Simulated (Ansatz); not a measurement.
CH7AlGeO, SMILES C[O][AlH][GeH3].

Coordinates come from a B3LYP-D3(BJ)/def2-SVP optimisation. The structure was generated by enumeration; whether it is a known compound was not checked. The values are those of a single conformer.

Two levels are set side by side: PBE/def2-SVPD (Ansatz, an electronic-structure program) and PBE0/def2-SVPD (Ansatz). Energy differences of separate SCF runs at the same geometry; the states with an electron removed or added have multiplicity 2 and 2. Differences are taken from unrounded values.

```csv
quantity,PBE0,PBE,PBE minus PBE0
vertical ionisation energy (eV),9.31,8.97,-0.35
vertical singlet–triplet gap (eV),4.16,3.87,-0.29
```
